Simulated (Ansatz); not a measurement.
Two members of one family ((GaE)3 ring), computed with Ansatz in the gas phase. The two geometries come from different levels. Binding counts from free atoms in the multiplicity of their measured ground term, without zero-point energy. The structures are stationary points that may keep the symmetry of their start.

First: (ClGaO)3 ring (singlet, charge 0, PBE-D4/def2-SVP geometry).

```
atom    x (Å)    y (Å)    z (Å)
 Ga1   0.2737   0.3448   1.7502
 Cl2   0.6179   0.7609   3.8126
  O3  -0.5033   1.5824   0.6949
 Ga4  -0.7763   1.2424  -1.0540
 Cl5  -1.6725   2.7184  -2.3040
  O6  -0.2840  -0.3486  -1.7434
 Ga7   0.4918  -1.5915  -0.6936
 Cl8   1.0890  -3.4655  -1.5163
  O9   0.7638  -1.2434   1.0535
```

| level | HOMO (eV) | LUMO (eV) | gap (eV) | binding per atom (eV) |
| --- | --- | --- | --- | --- |
| PBE-D4/def2-SVP | -7.81 | -3.44 | 4.37 | 3.80 |
| PBE-D4/def2-TZVP | -7.92 | -3.55 | 4.37 | 3.76 |
| r2SCAN-D4/def2-TZVP | -8.29 | -3.34 | 4.96 | 3.74 |
| r2SCANh-D4/def2-TZVP | -8.87 | -3.02 | 5.85 | 3.68 |
| PBE0-D4/def2-SVP | -9.32 | -2.60 | 6.73 | 3.65 |

Second: (HGaPH)3 ring (singlet, charge 0, PBE0-D4/def2-SVP geometry).

Cartesian coordinates in Å:
```
Ga -0.925 1.277 -1.208
H -2.478 1.509 -1.150
P -0.194 -0.494 -2.509
Ga -0.128 -1.801 -0.577
H 0.524 -3.227 -0.622
P -1.103 -1.052 1.378
Ga 0.346 0.713 1.720
H 1.275 0.724 2.984
P 0.364 2.528 0.252
H 1.218 -0.278 -2.364
H -0.554 -1.995 2.296
H 1.656 2.097 -0.201
```

Task: Estimate how these quantities change from the first to the second (second minus first).

Result: 
| level | Δ HOMO (eV) | Δ LUMO (eV) | Δ gap (eV) | Δ binding per atom (eV) |
| --- | --- | --- | --- | --- |
| PBE-D4/def2-SVP | 2.00 | 0.55 | -1.45 | -1.17 |
| PBE-D4/def2-TZVP | 2.08 | 0.60 | -1.48 | -1.12 |
| r2SCAN-D4/def2-TZVP | 2.23 | 0.51 | -1.71 | -1.09 |
| r2SCANh-D4/def2-TZVP | 2.46 | 0.46 | -2.00 | -1.05 |
| PBE0-D4/def2-SVP | 2.52 | 0.38 | -2.14 | -1.05 |
